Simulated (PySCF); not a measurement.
**Correlation energy of Zr²⁹⁺ (zirconium, charge +29)**

[Ne] 3s1, 2S determinant. All numbers are calculated (PySCF 2.14, the spin-free X2C one-electron Hamiltonian (Gaussian nucleus), in an uncontracted even-tempered set (18 s from 3.9 bohr⁻², ratio 2.5; 11 p from 5 bohr⁻², ratio 2.5; 5 d from 19 bohr⁻², ratio 2.7; 4 f from 29 bohr⁻², ratio 2.7)). Frozen: 1s2; 9 electrons correlated; the 19 highest virtual orbitals of each spin left out.

```json
{"level": "CCSD", "correlation energy (mhartree)": "-325.84"}
{"level": "(T)", "correlation energy (mhartree)": "-0.18"}
{"level": "CCSD(T)", "correlation energy (mhartree)": "-326.02"}
```

Diagnostics: T1 = 0.00014, D1 = 0.0005, largest double amplitude 0.003.

Q: Is a single reference adequate?

A: Yes, within this model without spin-orbit coupling: T1 lies below 0.03 and no double amplitude reaches 0.07.

At this charge the one-electron X2C treatment keeps the bare 1/r₁₂, with no two-electron picture change or Breit term. The effect here is smaller than on the frozen 1s shell; and a scalar Hamiltonian misses the large spin-orbit splitting of the p shells, which matters for ns² → np² pairs.
